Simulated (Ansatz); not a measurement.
**Worked example: C3H8MgO → C2H5Mg + CH3O**

Species: C3H8MgO `C[CH2][Mg][O]C`, singlet; C2H5Mg `C[CH2][Mg]`, doublet; CH3O `C[O]`, doublet. 

Shapes, held fixed at every level: PBE0-D4/def2-TZVP. Programs: Ansatz 0.2.0. Electronic energies: no zero-point or thermal term.

At CCSD(T)/def2-TZVPP; 1 Eh = 2625.50 kJ/mol:

| species | energy (Eh) |
| --- | --- |
| C3H8MgO | -393.875737 |
| C2H5Mg | -278.841500 |
| CH3O | -114.878609 |

Problem. Work out ΔE of the reaction at this level.

Solution. 
1. Products less reactants: (-278.841500) + (-114.878609) − [(-393.875737)] = 0.155628 Eh = +408.6 kJ/mol.

Other levels give +377.6 (BHLYP-D4/def2-TZVPP) to +435.6 kJ/mol (SPW92/def2-TZVPP). No measured value is set beside it here. Open shells run unrestricted unless RO is named. Correlated rows may include outer-core shells of Mg, which these sets cover unevenly.
